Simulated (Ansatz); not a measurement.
Two structures of GaSiH₅O, closed shell, reached by relaxing down either side of one saddle point (PBE0-D4/def2-TZVP). Energies are electronic, without zero-point energy. Program: Ansatz 0.2.0. Basis: def2-TZVPP and def2-QZVPP. Cores are frozen in the correlated methods. Filled d shells of the heavier atoms are correlated. The def2 sets are not built for correlating such inner shells, so the correlated values are less sure here. Extrapolation: Hartree–Fock as exp(−7.88 √X), correlation as X^−2.97. First:

```
8
angstrom
Ga -1.0731 0.4738 0.1956
Si 1.1233 -0.4818 0.4852
O -1.6880 0.7090 -1.4715
H -1.0792 0.4285 -2.1577
H -2.0984 0.9445 1.2780
H 1.7617 -0.7887 -0.8246
H 1.0444 -1.7448 1.2705
H 2.0094 0.4596 1.2245
```

Second:

Ga1  (-1.815, 0.859, -0.249)
Si2  (1.095, -0.528, 0.135)
O3  (-1.381, -0.131, -1.493)
H4  (0.202, 0.428, 0.888)
H5  (-2.316, 1.794, 0.846)
H6  (1.495, 0.081, -1.149)
H7  (0.425, -1.837, 0.015)
H8  (2.295, -0.667, 1.009)
(Å)

(1) Which bonds change from the first to the second?

(2) Give the saddle point's structure and its height above each. (To be estimated.)

T1 diagnostic: at most 0.026. The T1 diagnostic is large here, which may signal multireference character or strong orbital relaxation, so CCSD(T) is less sure.

Answers

(1) GaSiH₅O ([OH][GaH][SiH3]) → GaHO ([O][GaH]) + SiH₄; bonds formed: Si2–H4; bonds broken: Ga1–Si2, O3–H4.

(2) Computed: 311.1 kJ/mol above the first and 118.0 kJ/mol above the second (CCSD(T) at an estimated basis limit (MP2 extrapolated from triple and quadruple zeta, plus CCSD(T) − MP2 in triple zeta)).
| atom | x (Å) | y (Å) | z (Å) |
| --- | --- | --- | --- |
| Ga1 | -1.4855 | 0.9266 | 0.0836 |
| Si2 | 0.9702 | -0.5729 | 0.0096 |
| O3 | -1.7263 | 0.2353 | -1.4457 |
| H4 | -0.4664 | -0.2573 | -0.9637 |
| H5 | -1.5756 | 1.6996 | 1.4059 |
| H6 | 2.1771 | -0.1672 | -0.7599 |
| H7 | 1.0457 | -2.0202 | 0.3459 |
| H8 | 1.0610 | 0.1560 | 1.3242 |

Labels in which every atom is bracketed show which atoms are joined, not bond orders.

For scale, one of the runs: CCSD(T)/def2-TZVPP, 191 basis functions, launched by `ansatz run in.yaml --threads 4 --pin off --events-out ev --progress --plain --max-ram 9574MiB`. Hardware: 4 CPU threads of an Intel Xeon, shared host. Wall time 55 s; peak host memory 2 GiB.
